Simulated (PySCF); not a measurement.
Be(OH)(SeH) (BeH₂OSe), SMILES [Be]([SeH])[OH]. Atoms are numbered in the order given.

```xyz
5

Be     0.0052    -1.2199     0.0000
O      0.0011    -2.6056     0.0000
H      0.0006    -3.5518     0.0000
Se    -0.0429     0.8350     0.0000
H      1.4270     0.8878     0.0000
```
Charge 0, spin multiplicity 1.

The structure is a stationary point at TPSSh-D3(BJ)/def2-TZVP. The geometry has at least one imaginary mode, so it is a saddle point at that level. One conformer was computed; it need not be the lowest.

Method: TDDFT-PBE0/def2-SVPD (PySCF).

Vertical excitations. Isolated molecule, no solvent. State labels are in the subgroup Cs.

Computed excitation energies, oscillator strengths and character:
```tsv
state	symmetry	energy (eV)	λ (nm)	f	main pairs
S1	A"	5.23	237	0.033	HOMO→LUMO 76 %, HOMO→LUMO+1 23 %
S2	A"	5.56	223	0.023	HOMO→LUMO+1 69 %, HOMO→LUMO 20 %
S3	A"	6.24	199	0.005	HOMO→LUMO+2 76 %, HOMO→LUMO+4 13 %
S4	A'	6.65	186	0.060	HOMO→LUMO+3 86 %
S5	A"	6.72	184	0.042	HOMO→LUMO+4 73 %, HOMO→LUMO+2 14 %
S6	A'	7.09	175	0.069	HOMO−1→LUMO 75 %, HOMO−1→LUMO+1 22 %
S7	A"	7.25	171	0.003	HOMO→LUMO+5 87 %
S8	A'	7.48	166	0.004	HOMO→LUMO+6 83 %
S9	A"	7.70	161	0.017	HOMO→LUMO+7 90 %
S10	A'	7.75	160	0.211	HOMO−1→LUMO+1 57 %, HOMO−1→LUMO 11 %, HOMO→LUMO+6 10 %
T1	A"	4.84	256	0	HOMO→LUMO 63 %, HOMO→LUMO+1 32 %
T2	A"	5.30	234	0	HOMO→LUMO+1 55 %, HOMO→LUMO 29 %
T3	A'	5.88	211	0	HOMO→LUMO+3 84 %
T4	A"	6.06	205	0	HOMO→LUMO+2 61 %, HOMO→LUMO+4 22 %
```
Triplets are in the Tamm–Dancoff approximation, which puts them higher than full response would, so one can lie above its singlet here.
